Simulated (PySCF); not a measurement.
# Electron correlation in Ag (silver, neutral)

[Kr] 4d10 5p1, 2P determinant (an excited configuration). Calculation: PySCF 2.14, in ANO-RCC-VTZP (7s6p4d2f1g, 68 functions); the spin-free X2C one-electron Hamiltonian (Gaussian nucleus). Frozen: [Ar] 3d10; 19 electrons correlated.

```json
{"level": "CCSD", "correlation energy (mhartree)": "-562.02"}
{"level": "(T)", "correlation energy (mhartree)": "-16.15"}
{"level": "CCSD(T)", "correlation energy (mhartree)": "-578.17"}
```

Diagnostics: T1 = 0.011, D1 = 0.0348, largest double amplitude 0.035.

Cost of the coupled-cluster step: roughly 25 core-seconds, for 19 correlated electrons.

The basis was made for the ground configuration and has no added diffuse functions, which can raise the energy of the promoted electron.
